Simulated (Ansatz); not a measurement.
Consider the ligand exchange at the Si–S bond: `O[SiH2]S[SiH](F)F` + `O[SiH2]O` → `O[SiH2]O[SiH](F)F` + `O[SiH2]S`.

Gas-phase electronic energies from Ansatz, PBE0-D4/def2-TZVP geometries. CBS: MP2 limit from def2 TZ/QZ plus the TZ coupled-cluster correction, frozen cores. Functionals use def2-TZVPP. Each species was taken in one conformer, which may not be the lowest.

```
  level  ΔE (kJ/mol)
ωB97X-V        -70.6
ωB97M-V        -70.0
```

Q: What does CCSD(T)/CBS give? (An estimate is asked.)

A: The calculation gave: -72.6 kJ/mol. The listed levels differ from it by 2.0, 2.6 kJ/mol.

Largest T1 diagnostic among the species: 0.012.

In def2-TZVPP, CCSD(T) changes the Hartree–Fock value by +23.4 kJ/mol (the triples alone add +5.0 kJ/mol) and MP2 by +28.0 kJ/mol. From PBE to PBE0 (25 % exact exchange), in def2-TZVPP and without D4, ΔE moves by −7.0 kJ/mol.

CCSD(T)/CBS has its own doubt, a few kJ/mol and more with outer-core shells, so smaller differences from it don't rank the levels.
